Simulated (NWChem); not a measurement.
System meant: hydrogen sulfate (HSO$_{4}$ anion); SMILES OS(=O)(=O)[O-]

NWChem input:

```
start job
memory heap 200 mb stack 900 mb global 1100 mb
charge -1
geometry units angstroms noautosym nocenter noautoz
  O     -0.063529    -1.287643    -0.823386
  S      0.006026     0.172005     0.076375
  O      0.054943    -0.342402     1.478533
  O     -1.244229     0.874554    -0.295562
  O      1.249813     0.826501    -0.394394
  H      0.009116    -1.967039    -0.139946
end
basis spherical
  * library def2-svp
end
dft
  xc m06-2x
  iterations 150
end
property
  shielding
end
task dft property
```

End of the output:

```
 Vector   28  Occ=0.000000D+00  E= 3.714127D-01
              MO Center=  1.9D-02,  2.2D-01,  2.8D-01, r^2= 2.6D+00
   Bfn.  Coefficient  Atom+Function         Bfn.  Coefficient  Atom+Function
  ----- ------------  ---------------      ----- ------------  ---------------
    18      1.819428  2 S  s                 35     -0.587263  3 O  s
    63     -0.529480  5 O  s                 49     -0.526711  4 O  s
    76     -0.440095  6 H  s                 41      0.409312  3 O  pz
    17      0.403649  2 S  s                 53     -0.372485  4 O  px
    67      0.361741  5 O  px                16     -0.339694  2 S  s

 center of mass
 --------------
 x =   0.00299821 y =   0.09068084 z =   0.03399143

 moments of inertia (a.u.)
 ------------------
         378.700852477263          -0.473904353951          -0.516272735897
          -0.473904353951         356.142666037209          -0.450927143827
          -0.516272735897          -0.450927143827         378.666307061644

     Multipole analysis of the density
     ---------------------------------

     L   x y z        total         alpha         beta         nuclear
     -   - - -        -----         -----         ----         -------
     0   0 0 0     -1.000000    -25.000000    -25.000000     49.000000

     1   1 0 0      0.013347     -0.070348     -0.070348      0.154043
     1   0 1 0     -0.975547     -1.766288     -1.766288      2.557028
     1   0 0 1      0.018549     -0.750000     -0.750000      1.518550

     2   2 0 0    -32.423753    -60.739849    -60.739849     89.055945
     2   1 1 0     -0.056600     -0.137544     -0.137544      0.218489
     2   1 0 1     -0.008911     -0.134913     -0.134913      0.260916
     2   0 2 0    -27.401804    -67.495971    -67.495971    107.590139
     2   0 1 1      0.402894     -0.230027     -0.230027      0.862948
     2   0 0 2    -32.391144    -60.777342    -60.777342     89.163541

          -----------------------------------------
          Chemical Shielding Tensors (GIAO, in ppm)
          -----------------------------------------

 ------------------------------------------------------------------------
  xm06: d2 not coded                    0
 ------------------------------------------------------------------------
 ------------------------------------------------------------------------
  current input line :
    22: task dft property
 ------------------------------------------------------------------------
 ------------------------------------------------------------------------
 This error has not yet been assigned to a category
 ------------------------------------------------------------------------
 For more information see the NWChem manual at https://nwchemgit.github.io

0: xm06: d2 not coded:Received an Error in Communication
```

**Question.** Find the fault in this run and fix the input.

**Answer.** The run crashed. Cause: this functional's second derivatives, which shieldings need, aren't coded here; the fix takes a hybrid GGA instead. This input runs:
```
start job
memory heap 200 mb stack 900 mb global 1100 mb
charge -1
geometry units angstroms noautosym nocenter noautoz
  O     -0.063529    -1.287643    -0.823386
  S      0.006026     0.172005     0.076375
  O      0.054943    -0.342402     1.478533
  O     -1.244229     0.874554    -0.295562
  O      1.249813     0.826501    -0.394394
  H      0.009116    -1.967039    -0.139946
end
basis spherical
  O library def2-svp
  S library def2-svp
  H library def2-svp
end
dft
  xc pbe0
  iterations 150
end
property
  shielding
end
task dft property
```
It converges to -698.88357 Ha (PBE0/def2-SVP, GIAO).
